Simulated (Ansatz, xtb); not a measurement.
## C3H8AlNSi: which of two isomers lies lower

Structure X is `N#C[CH2][AlH][CH2][SiH3]`, a singlet and structure Y is `[CH3][Al]([SiH3])[CH2]C#N`, a singlet. Both are isolated molecules in the gas phase, relaxed with PBE0-D3(BJ)/def2-SVP; the shapes shown needn't be the lowest conformers.

X (Å):

```xyz
14

C    -2.2951   -1.3406   -2.9247
C    -1.5212   -0.1481   -3.1705
C     0.6630   -1.8822   -1.3139
Al    0.3275   -0.3489   -2.4526
N    -2.8465   -2.3353   -2.6944
Si    0.0304   -1.6500    0.4420
H    -1.4906    0.0765   -4.2502
H    -1.9994    0.7212   -2.6852
H     1.3814    0.7799   -2.8193
H     1.7336   -2.1433   -1.2703
H     0.1068   -2.7394   -1.7367
H     0.8325   -0.5928    1.1377
H     0.1136   -2.9055    1.2485
H    -1.3940   -1.1904    0.4223
```

Y (Å):

```yaml
atoms:
  - { symbol: C, position_ang: [-2.0562, -1.3265, -3.0122] }
  - { symbol: C, position_ang: [0.1710, -2.7812, -0.9579] }
  - { symbol: C, position_ang: [1.2626, -2.6783, -1.8942] }
  - { symbol: Al, position_ang: [-0.7913, -1.1231, -1.5427] }
  - { symbol: N, position_ang: [2.0705, -2.4602, -2.7023] }
  - { symbol: Si, position_ang: [-0.1615, 0.9664, -0.4247] }
  - { symbol: H, position_ang: [-2.9478, -1.8906, -2.6867] }
  - { symbol: H, position_ang: [-2.4016, -0.3670, -3.4260] }
  - { symbol: H, position_ang: [-1.5968, -1.9060, -3.8311] }
  - { symbol: H, position_ang: [-1.2721, 1.9722, -0.4605] }
  - { symbol: H, position_ang: [0.1968, 0.7339, 1.0124] }
  - { symbol: H, position_ang: [1.0297, 1.5861, -1.0904] }
  - { symbol: H, position_ang: [-0.4013, -3.7064, -1.1247] }
  - { symbol: H, position_ang: [0.5390, -2.7517, 0.0784] }
```

Quicker runs give these differences E(Y) − E(X): GFN2-xTB +6.94 kcal/mol; HF/STO-3G +1.44 kcal/mol (at GFN2-xTB geometries); r2SCAN-D4/def2-SVP −1.63 kcal/mol (at GFN2-xTB geometries).

Question: Estimate which is lower in electronic energy at CCSD(T)/def2-SVP + ΔMP2/def2-TZVPP, and by roughly how much.

Answer: Too close to call at this level: CCSD(T)/def2-SVP + ΔMP2/def2-TZVPP gives E(Y) − E(X) = +1.28 kcal/mol.

Level by level:

```
                             level              geometry  E(Y) − E(X) (kcal/mol)  departure from the last row (kcal/mol)  job, with rough time for the two
                          GFN2-xTB              GFN2-xTB                     +6.94                                   +5.66               optimisation, 4.1 s
                         HF/STO-3G              GFN2-xTB                     +1.44                                   +0.16               single point, 3.7 s
                r2SCAN-D4/def2-SVP              GFN2-xTB                     −1.63                                   −2.90                single point, 20 s
              PBE0-D3(BJ)/def2-SVP  PBE0-D3(BJ)/def2-SVP                     −1.03                                   −2.31             optimisation, 8.4 min
                       HF/def2-SVP  PBE0-D3(BJ)/def2-SVP                     +3.09                                   +1.81           part of the CCSD(T) run
                      MP2/def2-SVP  PBE0-D3(BJ)/def2-SVP                     +2.74                                   +1.47           part of the CCSD(T) run
                  CCSD(T)/def2-SVP  PBE0-D3(BJ)/def2-SVP                     +1.18                                   −0.10                      single point
CCSD(T)/def2-SVP + ΔMP2/def2-TZVPP  PBE0-D3(BJ)/def2-SVP                     +1.28                                                     single point, 3.1 min
```

As drawn, Y has 1 Al–Si, 1 C–H in place of 1 C–Si, 1 Al–H.

r2SCAN-D4/def2-SVP, PBE0-D3(BJ)/def2-SVP put the two in the other order. The largest departure from CCSD(T)/def2-SVP + ΔMP2/def2-TZVPP is that of GFN2-xTB, 5.66 kcal/mol. A small imaginary or near-zero mode remains, so no thermal terms are given. The last row adds to CCSD(T) the change of the MP2 difference between the two basis sets, here +0.10 kcal/mol.

The correlated steps freeze 14 core orbitals. Programs: Ansatz 0.2.0, xtb 6.7.1; the last row on 2 threads of Intel(R) Xeon(R) Processor @ 2.50GHz (Skylake/Cascade Lake) on a shared host.
